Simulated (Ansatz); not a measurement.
This geometry of H₃SiTe (5 atoms, charge 1, multiplicity 1) is a first-order saddle point.

Level of theory: RKS PBE-D4/def2-SVP (Ansatz).

```xyz
5
Properties=species:S:1:pos:R:3
Si -0.269 -0.572 0.143
Te 0.417 1.638 0.920
H -1.618 -0.845 -0.460
H 0.652 -1.756 0.138
H 0.819 1.534 -0.741
```

Problem. Which two structures does it join? (They come from a converged band through this point; their orientation in space is the band's.)

Solution. No bond is made or broken. The dihedral H4–Si1–Te2–H5 goes from 180 to 0°. The two ends are copies of one structure, up to a mirror image or an exchange of like atoms.

Image 0:

```xyz
5
Properties=species:S:1:pos:R:3
Si -0.211 -0.703 0.047
Te 1.431 1.041 -0.025
H -1.670 -0.394 -0.035
H 0.267 -2.109 0.180
H 0.183 2.165 -0.168
```

Image 8:

```xyz
5
Properties=species:S:1:pos:R:3
Si -0.489 -0.549 0.024
Te 0.136 1.759 -0.137
H -1.943 -0.881 -0.007
H 0.542 -1.621 0.152
H 1.754 1.292 -0.032
```

Problem. How far does it lie above each of them?

Solution. 20.9 kcal/mol above the first and 20.9 kcal/mol above the second. This is the barrier of this one path; another mechanism may lie lower. Limits of this set-up: the dipole of an ion depends on the origin.

Time of the run: 98 s on 1 CPU thread of a shared host.
